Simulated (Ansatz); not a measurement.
`[F][Ti]([Cl])([Cl])[Br]`. Total charge 0; spin multiplicity 1.

Question: What are the harmonic wavenumbers in cm⁻¹ at PBE0-D4/def2-TZVP (Ansatz, finite differences of forces, unscaled)? (An estimate is asked.)

Answer: Ansatz gave: 101, 110, 133, 159, 174, 348, 475, 515, 789.

Question: Is this a minimum?

Answer: Yes, all 9 modes are real.

Question: Give the ideal-gas thermochemistry at 298.15 K and 1 bar (rigid rotor, harmonic oscillator; point group Cs, symmetry number 1).

Answer: Zero-point energy 16.8 kJ/mol; H(298) − E = 37.9 kJ/mol; entropy 373.8 J/(mol·K), of which translation 176.0, rotation 125.4, vibration 72.3; G(298) − E = -73.6 kJ/mol.

Question: Rotational constants (cm⁻¹)?

Answer: 0.05151, 0.03243, 0.02646.
